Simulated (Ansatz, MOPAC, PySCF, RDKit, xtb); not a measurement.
Complex: H2O (SMILES O) (first 3 atoms) with C2H6O (SMILES CCO); geometry from B3LYP-D3(BJ)/def2-TZVP, rigid monomers moved along the line of their centres of mass till H2···O6 is 2.62 Å.
(charge 0, multiplicity 1):
```xyz
12

O     -0.2192     0.3078     0.1725
H      0.3039     0.1022     0.9666
H      0.1251    -0.2641    -0.5197
C     -1.2997     0.3307     4.2666
C     -0.2654    -0.7758     4.1851
O      0.9121    -0.3787     3.4654
H     -2.1908    -0.0215     4.7911
H     -1.5893     0.6575     3.2676
H     -0.9103     1.1915     4.8175
H      0.0165    -1.1263     5.1836
H     -0.6578    -1.6285     3.6313
H      1.2915     0.3951     3.8974
```

Monomers are frozen at their geometry in the pair; levels with a basis set take the counterpoise correction. Rows marked so take none.

Cores are frozen in the correlated methods. Rows in 3-21G, 6-31G* carry no dispersion term and start afresh at each structure (6-31G* with six Cartesian d functions). The state that PM3 reach isn't checked.

Run with Ansatz (a program for electronic structure) with Gaussian orbitals; MOPAC for PM3 (differences of heats of formation); PySCF for 3-21G rows, 6-31G* rows; RDKit for the force fields; xtb for the GFN methods. 

```
level                            interaction energy (kcal/mol)
-------------------------------  -----------------------------
MMFF94                                                   -3.22
PM3                                                      -1.56
GFN1-xTB                                                 -2.98
HF/aug-cc-pVDZ                                           -3.08
B3LYP/3-21G (no counterpoise)                            -6.27
B3LYP/6-31G* (no counterpoise)                      (withheld)
M06-2X/6-31G* (no counterpoise)                     (withheld)
MP2/aug-cc-pVDZ                                          -3.60
CCSD(T)/aug-cc-pVDZ                                      -3.59
```

Q: Fill in the missing entries.

A: 
- B3LYP/6-31G* (no counterpoise), interaction energy (kcal/mol): -4.72
- M06-2X/6-31G* (no counterpoise), interaction energy (kcal/mol): -4.86
